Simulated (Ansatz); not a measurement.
The cluster Ag4⁺. Total charge 1; doublet. Geometry PBE0-D4/def2-SVP.

```xyz
4

Ag   -0.239    1.499   -0.885
Ag    1.670   -0.473    0.271
Ag   -0.520   -1.460   -0.820
Ag   -0.912    0.434    1.434
```

In the def2 sets Ag takes a core potential; there is no spin–orbit coupling. No other spin state of charge 1 was run. Another isomer (doublet) lies 0.28 eV lower at PBE0-D4/def2-TZVP; other spin states weren't run for this one.

Estimate the α-spin orbital energies around the gap (eV) in Ansatz with PBE-D4/def2-TZVP, revPBE-D4/def2-TZVP, BLYP-D4/def2-TZVP, r2SCAN-D4/def2-TZVP, PBE0-D4/def2-TZVP.


```tsv
orbital	PBE-D4/def2-TZVP	revPBE-D4/def2-TZVP	BLYP-D4/def2-TZVP	r2SCAN-D4/def2-TZVP	PBE0-D4/def2-TZVP
HOMO−9	-12.25	-12.14	-12.16	-12.45	-13.95
HOMO−8	-12.09	-11.98	-12.00	-12.27	-13.77
HOMO−7	-12.08	-11.98	-12.00	-12.26	-13.75
HOMO−6	-12.07	-11.97	-12.00	-12.25	-13.73
HOMO−5	-12.07	-11.97	-11.99	-12.25	-13.73
HOMO−4	-11.94	-11.83	-11.85	-12.13	-13.57
HOMO−3	-11.78	-11.68	-11.70	-11.96	-13.39
HOMO−2	-11.78	-11.67	-11.70	-11.96	-13.39
HOMO−1	-11.56	-11.42	-11.46	-11.57	-12.27
HOMO	-8.57	-8.44	-8.53	-8.57	-8.88
LUMO	-8.02	-7.87	-8.04	-7.78	-7.10
LUMO+1	-8.02	-7.87	-8.04	-7.78	-7.10
LUMO+2	-5.46	-5.35	-5.40	-5.16	-4.74
LUMO+3	-5.12	-5.00	-5.08	-4.83	-4.33
LUMO+4	-5.12	-5.00	-5.08	-4.83	-4.33
LUMO+5	-4.86	-4.74	-4.85	-4.50	-4.04
β HOMO	-11.40	-11.24	-11.35	-11.32	-11.91
β LUMO	-8.17	-8.01	-8.25	-7.82	-7.12
```
